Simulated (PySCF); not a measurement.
This PySCF input asks for the NMR shieldings of `InChI=1S/C6H8OS2Si/c1-8-5-2-6(9-3-5)10-4-7/h2-4H,10H2,1H3`; the geometry comes from GFN2-xTB.

```python
import basis_set_exchange as bse
import numpy as np
from pyscf import gto, dft
from pyscf.prop import nmr

atoms = """
C    -3.900180   -0.146192   -0.360902
S    -2.671218   -1.293421    0.320637
C    -1.208555   -0.320203    0.295185
C    -1.080895    0.963151   -0.141239
S     0.536817    1.528188    0.012292
C     1.064438    0.010469    0.681743
Si    2.855064   -0.251111    1.173814
C     3.873465    0.362935   -0.339057
O     4.807635   -0.222014   -0.820508
C     0.017418   -0.856112    0.764550
H    -3.979304    0.729063    0.277004
H    -3.622731    0.131035   -1.373643
H    -4.841639   -0.686109   -0.369010
H    -1.821598    1.621875   -0.545540
H     3.101113   -1.663615    1.436026
H     3.206304    0.621628    2.298780
H     3.553141    1.332953   -0.784142
H     0.101966   -1.856203    1.149053
"""
names = dict.fromkeys(["C", "S", "Si", "O", "H"], "pcSseg-1")
basis = {el: gto.basis.parse(bse.get_basis(n, elements=[el], fmt="nwchem")) for el, n in names.items()}
mol = gto.M(atom=atoms, basis=basis, charge=0, verbose=0)
mf = dft.RKS(mol, xc="PBE0")
mf.grids.level = 2
mf.grids.alignment = dft.numint.BLKSIZE   # the property module wants whole blocks of grid points
mf.conv_tol = 1e-9
mf.kernel()

calc = nmr.RKS(mf)   # GIAO
C = mf.mo_coeff
Co = C[:, mf.mo_occ > 0]
resp = mf.gen_response(singlet=True, hermi=2)
def vind(x):   # induced exchange potential for any number of trial vectors
    d = np.einsum("pi,xij,qj->xpq", C, 2 * x.reshape(-1, C.shape[1], Co.shape[1]), Co, optimize=True)
    return np.einsum("xpq,pi,qj->xij", resp(d - d.transpose(0, 2, 1)), C, Co, optimize=True).ravel()
mo1, _ = nmr.rhf.solve_mo1(calc, with_cphf=vind)
sigma = calc.kernel(mo1)
for i, s in enumerate(sigma):   # ppm
    w = np.linalg.eigvalsh((s + s.T) / 2)
    print("%2d %-2s iso %8.1f  s11 %8.1f  s22 %8.1f  s33 %8.1f" % (i, mol.atom_pure_symbol(i), w.mean(), *w))
```

Q: What does it print?

A: 
```
 0 C  iso    166.9  s11    155.1  s22    161.8  s33    183.8
 1 S  iso    489.4  s11    288.3  s22    453.2  s33    726.8
 2 C  iso     42.1  s11    -24.2  s22     25.4  s33    125.1
 3 C  iso     60.1  s11    -19.4  s22     54.4  s33    145.2
 4 S  iso    239.9  s11     82.6  s22    262.1  s33    375.0
 5 C  iso     50.0  s11    -27.2  s22     25.6  s33    151.6
 6 Si iso    414.6  s11    378.6  s22    418.0  s33    447.3
 7 C  iso    -53.5  s11   -161.4  s22    -83.2  s33     84.2
 8 O  iso   -597.4  s11  -1636.5  s22   -546.6  s33    390.8
 9 C  iso     46.6  s11    -35.9  s22     42.0  s33    133.7
10 H  iso     29.2  s11     24.7  s22     26.9  s33     36.0
11 H  iso     29.2  s11     24.7  s22     26.8  s33     36.0
12 H  iso     29.3  s11     23.9  s22     26.4  s33     37.6
13 H  iso     25.1  s11     20.4  s22     25.2  s33     29.6
14 H  iso     27.1  s11     23.0  s22     26.2  s33     32.1
15 H  iso     26.8  s11     22.9  s22     25.5  s33     31.9
16 H  iso     19.4  s11     14.8  s22     19.1  s33     24.3
17 H  iso     24.5  s11     20.0  s22     24.9  s33     28.6
```

These numbers come from an equivalent density-fitted implementation of the same equations, which agrees with the script to about 0.01 ppm for H and up to a few tenths of a ppm for heavy atoms, so last digits may differ.

Q: Turn these shieldings into chemical shifts. Scale: 13C (186.93 ppm), 29Si (349.16 ppm), 1H (31.72 ppm) vs TMS; CS2 for 33S (503.73 ppm); H2O for 17O (336.08 ppm) (reference shieldings calculated alike).

A: Averaging equivalent atoms: C 7: 240.4; C 2: 144.8; C 9: 140.3; C 5: 136.9; C 3: 126.9; C 0: 20.0; S 4: 264; S 1: 14; Si 6: -65.5; O 8: 933.5; H 16: 12.30; H 17: 7.20; H 13: 6.63; H 14/15: 4.77; H 10/11/12: 2.49 ppm. Unscaled 17O shifts of doubly bonded oxygen tend to come out too high, by tens of ppm or more. Experimental scales use liquid or dissolved standards, which lie at an offset from isolated H2O (liquid H2O: subtract about 36 ppm).

Size and cost of the density-fitted run: 231 basis functions, 58 s wall time on 1 thread of an Arm Neoverse V2, shared host; peak memory 0.96 GiB.
